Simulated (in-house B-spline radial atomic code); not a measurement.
Configurations of the rhodium ion Rh²⁺, with energies counted from [Kr] 4d7. Level of theory: scalar-relativistic (X2C) LDA PW92, spin-polarised, spherical fractional occupations, Fermi nucleus of rms radius 4.4945 fm; calculated with a B-spline radial code for spherical atoms. Shells without spins written out take the highest spin.

Occupations are held fixed; configurations that lie above the ionisation limit could autoionise.

```tsv
configuration	E - E(ref) (eV)	highest orbital	its <r> (bohr)
[Ar] 3d10 4s2 4p5 4d8	45.467	4d down	1.441
[Ar] 3d10 4s2 4p(3 up, 2 down) 4d(2 up, 5 down) 5d(0 up, 1 down)	68.14	5d down	4.336
[Ar] 3d10 4s2 4p(2 up, 3 down) 4d(3 up, 4 down) 4f(1 up, 0 down)	71.697	4f up	5.165
[Ar] 3d10 4s2 4p5 4d7 5f1	72.086	5f up	8.738
[Ar] 3d9 4s2 4p6 4d7 5s1	313.07	5s up	2.509
[Ar] 3d(4 up, 5 down) 4s2 4p6 4d(2 up, 5 down) 5p(0 up, 1 down)	319.7	5p down	2.963
[Ar] 3d9 4s2 4p6 4d7 4f1	331.47	4f up	5.094
```

(1) Order these further configurations by energy, lowest first.
A. [Kr] 4d6 5f1
B. [Ar] 3d10 4s2 4p5 4d7 4f1
C. [Kr] 4d6 5d1
D. [Ar] 3d9 4s2 4p6 4d8
E. [Kr] 4d6 4f1

(2) How far above the reference does [Kr] 4d(4 up, 3 down) lie?

(3) How far above the reference does [Kr] 4d(4 up, 2 down) 5d(1 up, 0 down) lie?

Answers

(1) C (19.403 eV), E (22.879 eV), A (25.616 eV), B (69.355 eV), D (306.23 eV).

(2) 1.3131 eV; its least bound orbital is 4d down with <r> = 1.45 bohr.

(3) 21.631 eV; its least bound orbital is 5d up with <r> = 4.378 bohr.
